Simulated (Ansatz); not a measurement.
CH5BFNO, SMILES `CNB(O)F`. Total charge 0; spin multiplicity 1. All single points use the PBE0-D4/def2-TZVP geometry. It is one conformer, not always the lowest.

```xyz
10

C     0.103   -0.592    1.299
N     0.398   -0.093   -0.025
B    -0.524    0.523   -0.888
O    -0.242    0.994   -2.138
F    -1.790    0.676   -0.482
H     0.697   -0.086    2.066
H    -0.949   -0.415    1.519
H     0.287   -1.668    1.378
H     1.353   -0.215   -0.316
H     0.668    0.876   -2.414
```

(1) What is the dipole moment at r2SCAN/def2-TZVPP? (Estimate.)

(2) And with PBE, B3LYP, ωB97M-V? (Best estimate.)

(3) Give the Mulliken charges with r2SCAN, B3LYP, PBE in def2-TZVPP. (An estimate is asked.)

## Answers

(1) Computed: 3.50 D, with components (3.24, -1.14, 0.68) D in this frame, pointing from negative to positive charge.

(2) The calculation gave: PBE 3.45 D, B3LYP 3.55 D, ωB97M-V 3.52 D.

(3) The calculation gave: 
| atom | r2SCAN | B3LYP | PBE |
| --- | --- | --- | --- |
| C1 | -0.03 | -0.16 | -0.17 |
| N2 | -0.25 | -0.22 | -0.19 |
| B3 | 0.42 | 0.37 | 0.28 |
| O4 | -0.32 | -0.29 | -0.26 |
| F5 | -0.31 | -0.29 | -0.25 |
| H6 | 0.05 | 0.10 | 0.09 |
| H7 | 0.06 | 0.10 | 0.10 |
| H8 | 0.05 | 0.10 | 0.09 |
| H9 | 0.12 | 0.12 | 0.13 |
| H10 | 0.19 | 0.18 | 0.18 |

B3LYP here is the variant with VWN-RPA as its local correlation; programs differ in this.
